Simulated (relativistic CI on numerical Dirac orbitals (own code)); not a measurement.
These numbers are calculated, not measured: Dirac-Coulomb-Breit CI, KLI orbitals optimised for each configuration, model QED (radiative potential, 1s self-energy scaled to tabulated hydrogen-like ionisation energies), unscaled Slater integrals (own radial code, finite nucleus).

The strongest absorption lines from the ground level of an ion, among the configurations computed and to levels below about 165 eV (vacuum wavelength in Å, gf): 75.162 (0.094), 76.991 (0.092), 90.136 (0.098), 90.355 (0.07), 91.095 (0.075), 91.709 (0.21), 92.049 (0.33), 95.020 (0.14).

**Question.** Which ion is it?
A. Tb26+
B. Tm28+
C. Tb24+
D. Eu22+

**Answer.** C. Tb24+ has 41 electrons and the ground level 4s²4p⁶4d⁵ ⁶S5/2; the strongest line goes to 4s²4p⁵4d⁶ ⁶P°5/2. The pattern of lines fixes the number of electrons, and along that sequence the line energies rise steadily with the charge (about as its square where n changes within one kind of shell, about linearly where n is kept but much faster in heavy ions where fine structure, which grows about as Z⁴, sets the gap, and irregularly where shells cross), which fixes Z. Configurations outside the model, such as inner-shell arrays, can give stronger lines. At this charge energies of transitions that change n are usually good to better than 1 %, and those within a shell (Δn = 0) to a few per cent. Terms inside the open d or f shell come out 10 to 20 % too wide with unscaled integrals.

LS names give the leading component of a level, which can be under half, so a name can repeat, a term be missing and a line seem to break the LS rules.
